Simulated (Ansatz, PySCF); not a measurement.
Molecule: sum formula H$_{6}$SiN$_{2}$O$_{2}$, charge 0, multiplicity 1. 
Structure (B3LYP-D3(BJ)/def2-TZVP (Ansatz, a first-principles code) minimum search):
```
Si
O 1 1.6454
H 2 0.9603 1 115.57
O 1 1.6557 2 102.79 3 -17.42
H 4 0.9598 1 116.94 2 177.90
N 1 1.6988 2 104.51 3 -143.06
H 6 1.0050 1 122.77 2 -166.76
H 6 1.0056 7 113.13 1 162.86
N 1 1.7111 2 119.43 3 99.48
H 9 1.0077 1 120.24 2 -76.14
H 9 1.0079 10 111.21 1 -147.44
```

Dipole moments at this geometry, in debye (magnitudes).

```csv
level,program,dipole (D)
HF/def2-TZVPD,PySCF,1.74
SVWN5/def2-TZVPD,Ansatz,1.63
B97M-V/def2-TZVPD,Ansatz,___
BHLYP/def2-TZVPD,Ansatz,1.69
TPSSh/def2-TZVPD,PySCF,1.60
CCSD(T)/aug-cc-pV(D+d)Z,Ansatz,___
```

Q: Some entries are withheld; supply them.

A: 
- B97M-V/def2-TZVPD, dipole (D): 1.58
- CCSD(T)/aug-cc-pV(D+d)Z, dipole (D): 1.61
